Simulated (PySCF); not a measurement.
Compound: C₁₀H₁₄F₄.
SMILES with atom numbers: `[F:1][CH2:2][C@H:3]1[CH2:4][CH:5]=[C:6]([CH2:7][C:8]([F:9])([F:10])[F:11])[CH2:12][CH2:13][CH2:14]1` (hydrogens: H15, H16 on C2; H17 on C3; H18, H19 on C4; H20 on C5; H21, H22 on C7; H23, H24 on C12; H25, H26 on C13; H27, H28 on C14)

Computed with PySCF 2.14.0, PBE0-D3(BJ)/def2-SVP geometry optimisation, gas phase.

**Question.** Give the optimised bond lengths and angles.

**Answer.** 
```json
{"bond": "F1–C2", "length (pm)": "137.8"}
{"bond": "C2–C3", "length (pm)": "151.7"}
{"bond": "C3–C4", "length (pm)": "153.7"}
{"bond": "C4–C5", "length (pm)": "149.9"}
{"bond": "C5=C6", "length (pm)": "134.0"}
{"bond": "C6–C7", "length (pm)": "150.3"}
{"bond": "C7–C8", "length (pm)": "151.1"}
{"bond": "C8–F9, C8–F10, C8–F11", "length (pm)": "133.8"}
{"bond": "C6–C12", "length (pm)": "150.9"}
{"bond": "C12–C13", "length (pm)": "153.0"}
{"bond": "C13–C14", "length (pm)": "152.3"}
{"bond": "C3–C14", "length (pm)": "153.0"}
{"bond": "C2–H15", "length (pm)": "110.4"}
{"bond": "C2–H16", "length (pm)": "110.4"}
{"bond": "C3–H17", "length (pm)": "110.6"}
{"bond": "C4–H18", "length (pm)": "110.1"}
{"bond": "C4–H19", "length (pm)": "110.5"}
{"bond": "C5–H20", "length (pm)": "109.6"}
{"bond": "C7–H21", "length (pm)": "110.2"}
{"bond": "C7–H22", "length (pm)": "109.9"}
{"bond": "C12–H23", "length (pm)": "110.6"}
{"bond": "C12–H24", "length (pm)": "109.9"}
{"bond": "C13–H25", "length (pm)": "110.2"}
{"bond": "C13–H26", "length (pm)": "110.3"}
{"bond": "C14–H27", "length (pm)": "110.4"}
{"bond": "C14–H28", "length (pm)": "110.4"}
```

Bonds in one row agree within 1 pm and their mean is given. A selection of angles:
```json
{"angle": "F1–C2–C3", "degrees": "110.4"}
{"angle": "C2–C3–C4", "degrees": "109.8"}
{"angle": "C2–C3–C14", "degrees": "109.6"}
{"angle": "C4–C3–C14", "degrees": "113.8"}
{"angle": "C3–C4–C5", "degrees": "115.3"}
{"angle": "C4–C5–C6", "degrees": "125.1"}
{"angle": "C5–C6–C7", "degrees": "120.3"}
{"angle": "C5–C6–C12", "degrees": "121.9"}
{"angle": "C7–C6–C12", "degrees": "117.8"}
{"angle": "C6–C7–C8", "degrees": "114.0"}
{"angle": "C7–C8–F9", "degrees": "111.7"}
{"angle": "F9–C8–F10", "degrees": "107.5"}
{"angle": "C6–C12–C13", "degrees": "114.0"}
{"angle": "C12–C13–C14", "degrees": "115.2"}
{"angle": "C3–C14–C13", "degrees": "117.4"}
```

Dihedral angles: F1–C2–C3–C4 -61° (synclinal); C2–C3–C4–C5 -163° (antiperiplanar); C3–C4–C5–C6 -62° (synclinal); C4–C5–C6–C7 179° (antiperiplanar); C5–C6–C7–C8 -106° (anticlinal); C6–C7–C8–F9 60° (synclinal); C5–C6–C12–C13 61° (synclinal); C6–C12–C13–C14 -77° (synclinal); C12–C13–C14–C3 63° (synclinal); C2–C3–C14–C13 177° (antiperiplanar).

The C–C distances run from 1.340 Å (C5=C6, drawn double) to 1.537 Å (C3–C4, drawn single), a spread of 0.197 Å. Of the pairs four or more bonds apart, F11···H24 is among the closest relative to their van der Waals radii: 2.52 Å, 94 % of the sum of Bondi's values. The 4 C–F bonds span 1.335 Å (C8–F9, drawn single) to 1.378 Å (F1–C2, drawn single), a spread of 0.043 Å. The 7-membered ring C3–C4–C5–C6–C12–C13–C14 has internal angles of 113.8° to 125.1°; it is puckered, 0.28 Å rms from its mean plane, widest ring torsion 77°.

Point group: C1 (no symmetry element, even within 0.4 Å). Not checked by PBE0-D3(BJ)/def2-SVP frequencies. The numbers are those of one conformer.

The run took 4.0 min wall, 9.2 min CPU on an Intel Xeon Platinum 8488C with 2 threads, no GPU (shared host), and the process peaked at 2.0 GiB of memory. That covers the optimisation of the geometry.
